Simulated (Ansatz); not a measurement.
C6H4OTi, SMILES `C#[C][Ti]([OH])([C]#C)[C]#C`. Total charge 0; spin multiplicity 1. All single points use the PBE0-D4/def2-TZVP geometry. It is one conformer, not always the lowest.

```xyz
12

C     3.141    0.188    0.225
C     1.928    0.225    0.293
Ti   -0.092    0.262    0.372
O    -0.623    1.218    1.729
C    -0.802   -1.622    0.557
C    -1.219   -2.761    0.642
C    -0.827    1.053   -1.336
C    -1.259    1.507   -2.378
H     4.206    0.151    0.159
H    -1.241    1.641    2.323
H    -1.580   -3.762    0.711
H    -1.633    1.900   -3.297
```

Q: What is the dipole moment at B3LYP/def2-TZVPP? (Estimate.)

A: Ansatz gave: 1.17 D, with components (-0.90, 0.44, 0.61) D in this frame, pointing from negative to positive charge.

Q: And with PBE, r2SCAN, ωB97M-V? (Estimate.)

A: Computed: PBE 1.20 D, r2SCAN 1.15 D, ωB97M-V 1.29 D.

Q: Give the Mulliken charges with B3LYP, r2SCAN, ωB97M-V in def2-TZVPP. (Estimate.)

A: Ansatz gave: 
| atom | B3LYP | r2SCAN | ωB97M-V |
| --- | --- | --- | --- |
| C1 | 0.03 | -0.07 | 0.01 |
| C2 | -0.45 | -0.38 | -0.41 |
| Ti3 | 0.75 | 0.87 | 0.71 |
| O4 | -0.43 | -0.43 | -0.38 |
| C5 | -0.44 | -0.37 | -0.40 |
| C6 | 0.01 | -0.08 | 0.00 |
| C7 | -0.44 | -0.37 | -0.40 |
| C8 | 0.01 | -0.08 | 0.00 |
| H9 | 0.25 | 0.23 | 0.23 |
| H10 | 0.20 | 0.21 | 0.19 |
| H11 | 0.25 | 0.23 | 0.23 |
| H12 | 0.25 | 0.23 | 0.23 |

B3LYP here is the variant with VWN-RPA as its local correlation; programs differ in this.
